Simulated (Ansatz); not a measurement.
Cl₂Ge, triplet, geometry from GFN2-xTB (the spin is typed, not shown lowest); PBE/aug-cc-pVDZ in Ansatz (a first-principles code).

Input for Ansatz:
Ansatz 0.2 input:
```yaml
crystal:
  periodic: [false, false, false]
  atoms:
    - {symbol: Ge, position_ang: [-0.00036912, -0.00859543, 0.64162331]}
    - {symbol: Cl, position_ang: [1.14359709, 1.44226847, -0.58401026]}
    - {symbol: Cl, position_ang: [-1.14290229, -1.42608884, -0.62375126]}
basis:
  gaussian:
    orbitals: aug-cc-pVDZ
hamiltonian:
  xc: pbe
magnetization: {spin_polarized: true, initial_magnetization: 2}
```

The log (banner, timings and long lists left out):

```
Functional definition: PBE
1087 factors; their error is unknown
mean field evaluation 1: about -81543.5383 eV, gradient 1.0e1 eV
mean field evaluation 2: about -81542.7018 eV, gradient 1.5e1 eV
mean field evaluation 4: about -81544.1438 eV, gradient 7.2e-1 eV
mean field evaluation 8: about -81544.1140 eV, gradient 1.8e-2 eV
mean field evaluation 16: about -81541.6343 eV, gradient 9.5e0 eV
mean field evaluation 32: about -81542.0416 eV, gradient 4.5e-1 eV
mean field -81544.11395797 eV, -2996.6909153698 hartree, gradient 1.4e-5 eV, S^2 2.002682; 9 other end points of the search recorded, 0 dependent functions left out
reference -81544.11402215 eV, -2996.6909177284 hartree; 34, 32 occupied and 56, 58 virtual orbitals, 1087 factors
Total energy: -81544.11402215 eV, -2996.6909177284 hartree
```
